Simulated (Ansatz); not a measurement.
## How basis sets differ on CH7BGaN (SMILES C[B](N)[GaH2])

CH7BGaN has 11 atoms, charge 0, and is taken as a singlet. As SMILES, `C[B](N)[GaH2]`. Geometry: relaxed at PBE0-D4/def2-TZVP.

Quantity: the HOMO–LUMO gap, in eV. The values are calculated.

```tsv
level	kind	program	value (eV)	CPU time
HF/STO-3G	Hartree–Fock	Ansatz	11.31	3 s
HF/3-21G	Hartree–Fock	Ansatz	10.35	2.9 s
HF/def2-SVP	Hartree–Fock	Ansatz	10.61	10 s
HF/6-311G**	Hartree–Fock	Ansatz	10.36	17 s
```

All-electron rows without a relativistic Hamiltonian named are non-relativistic. The values span 10.35 to 11.31 eV. A Hartree–Fock LUMO above zero doesn't converge with the basis: it sinks as sets grow more diffuse. Orbital gaps aren't excitation energies. Times are those of the runs behind each value, whatever else they computed, on shared processors of several kinds: orders of magnitude only.
